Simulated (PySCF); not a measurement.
## Telling isomers of C5H9PSi apart by NMR

Computational details: coordinates at the GFN2-xTB level, σ from GIAO-PBE0/pcSseg-1, in PySCF 2.14.0 with density-fitted response routines (single conformer, one averaged value for each set of equivalent atoms, no solvent, non-relativistic).

Scale: TMS for 1H (31.72 ppm), 13C (186.93 ppm) (reference shieldings calculated alike). Splittings of carbon signals by F and P are missing where no couplings were computed. Where no couplings were computed, multiplicities follow the n + 1 count of equivalent neighbours, and m marks all less simple cases (inequivalent or close neighbours, rings, F or P nearby). Shifts are as computed. Against solution values, carbons near 30 ppm lie about +3 ppm off and those near 130 ppm about +5 ppm. Of 1211 compounds with measured shifts, 218 miss one by over three times the rms of a fit or turn the order of signals round; such compounds aren't used in these exercises.

(1) Tabulate the signals of `[SiH3]P1C=CCC=C1`, `[SiH3]C1C=CPC=C1` and their relative energies.

(2) What is the quickest way to tell [SiH3]P1C=CCC=C1 from [SiH3]C1C=CPC=C1?

Results:

(1) 
```tsv
SMILES	carbon types	δC	δH	E rel. (kcal/mol)
[SiH3]P1C=CCC=C1	4×CH 1×CH2	133.8, 129.7, 32.3	6.27 (m, 2H), 6.17 (m, 2H), 3.93 (m, 3H), 3.06 (m, 2H)	0.0
[SiH3]C1C=CPC=C1	5×CH	138.1, 127.1, 33.1	6.56 (m, 2H), 6.17 (m, 2H), 4.73 (m, 1H), 3.73 (d, 3H), 3.11 (m, 1H)	7.1
```

Energies are electronic energies at PBE0/pcSseg-1 on these geometries, without zero-point or thermal terms, each for the one conformer computed, which needn't be the lowest.

(2) Both give the same number of carbon signals, but DEPT or the intensities differ. The first has an allylic sp3 CH2 at 32.3 ppm, the second an allylic sp3 CH bonded to Si at 33.1 ppm. Their most deshielded carbons lie at 133.8 and 138.1 ppm.
